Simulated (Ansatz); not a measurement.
`[SiH3]C=S` + `NB1B[SiH2]1` → `N[SiH2]C=S` + `B1B[SiH2]1`  (redistribution)

Computed with Ansatz on PBE0-D4/def2-TZVP structures; ΔE is electronic, products minus reactants. CCSD(T)/CBS adds triple-zeta CCSD(T) − MP2 to the extrapolated MP2 energy (def2 sets, frozen cores). Each species was taken in one conformer, which may not be the lowest.

```
      species  HF/def2-SVP energy (Eh)
  `[SiH3]C=S`               -726.37221
`NB1B[SiH2]1`               -395.43327
 `N[SiH2]C=S`               -781.39602
 `B1B[SiH2]1`               -340.37394
```

**Question.** Work out ΔE.

**Answer.** ΔE = (-781.39602) + (-340.37394) − (-726.37221) − (-395.43327) = 0.03552 Eh = +93.3 kJ/mol. CCSD(T)/CBS gives +46.8 kJ/mol.

Largest T1 diagnostic among the species: 0.015.

In def2-TZVPP, CCSD(T) changes the Hartree–Fock value by −19.7 kJ/mol (the triples alone add −2.4 kJ/mol) and MP2 by −25.8 kJ/mol. At CCSD(T), def2-SVP lies +40.1 kJ/mol from the extrapolated value and def2-TZVPP +8.0 kJ/mol. Leaving LDA and LC-ωPBE aside and taking each functional with its dispersion term where it has one, the values, not all of them listed here, spread over 17.9 kJ/mol, from PBE-QIDH to BLYP-D4. LDA lies −4.7 kJ/mol from PBE without D4.
